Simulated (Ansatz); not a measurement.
`[CH3][GeH2][F]` → `[CH3]`• + `[F][GeH2]`•  (homolysis of the C–Ge bond)

Calculated with Ansatz (gas phase, PBE0-D4/def2-TZVP geometries, no zero-point term in ΔE). CBS: MP2 limit from def2 TZ/QZ plus the TZ coupled-cluster correction, frozen cores. This one scheme is used for every species. DFT in def2-TZVPP. No spin–orbit coupling; open shells (•) take unrestricted orbitals. For Ge outer-core shells are correlated without core-valence functions, which leaves a few kJ/mol of doubt a bond. Scalar relativity is left out up to krypton.

`[CH3][GeH2][F]`:

Cartesian coordinates in Å:
```
C -0.378 -0.971 0.077
Ge 0.226 0.865 -0.039
F 1.914 0.802 -0.491
H -1.432 -1.004 0.361
H 0.206 -1.508 0.825
H -0.258 -1.463 -0.888
H 0.189 1.609 1.307
H -0.467 1.670 -1.151
```

`[CH3]`•:

Z-matrix (Å, degrees):
```
C
H 1 1.080
H 1 1.080 2 120.0
H 1 1.080 2 120.0 3 180.0
```

`[F][GeH2]`•:

Z-matrix (Å, degrees):
```
Ge
F 1 1.745
H 1 1.549 2 105.4
H 1 1.549 2 105.4 3 -120.1
```

```json
{"level": "revPBE-D4", "ΔE (eV)": "3.52"}
{"level": "r2SCAN-D4", "ΔE (eV)": "3.49"}
{"level": "PBE0-D4", "ΔE (eV)": "3.67"}
{"level": "BHLYP-D4", "ΔE (eV)": "3.54"}
{"level": "ωB97X-V", "ΔE (eV)": "3.83"}
{"level": "PBE0", "ΔE (eV)": "3.62"}
{"level": "CAM-B3LYP", "ΔE (eV)": "3.59"}
{"level": "MP2/def2-TZVPP", "ΔE (eV)": "3.90"}
```

Question: What does CCSD(T)/CBS give? (An estimate is asked.)

Answer: Computed: +3.88 eV. The listed levels differ from it by -0.36, -0.39, -0.21, -0.34, -0.05, -0.26, -0.29, 0.02 eV.

Largest T1 diagnostic among the species: 0.014.

Leaving LDA and LC-ωPBE aside and taking each functional with its dispersion term where it has one, the values, not all of them listed here, spread over 0.36 eV, from BLYP-D4 to ωB97X-V. LDA lies +0.67 eV from PBE without D4, its usual overbinding. In def2-TZVPP, CCSD(T) changes the Hartree–Fock value by +1.13 eV (the triples alone add +0.08 eV) and MP2 by +1.26 eV; breaking electron pairs costs correlation energy, which Hartree–Fock lacks. From BLYP to BHLYP (50 % exact exchange), in def2-TZVPP and without D4, ΔE moves by +0.13 eV.
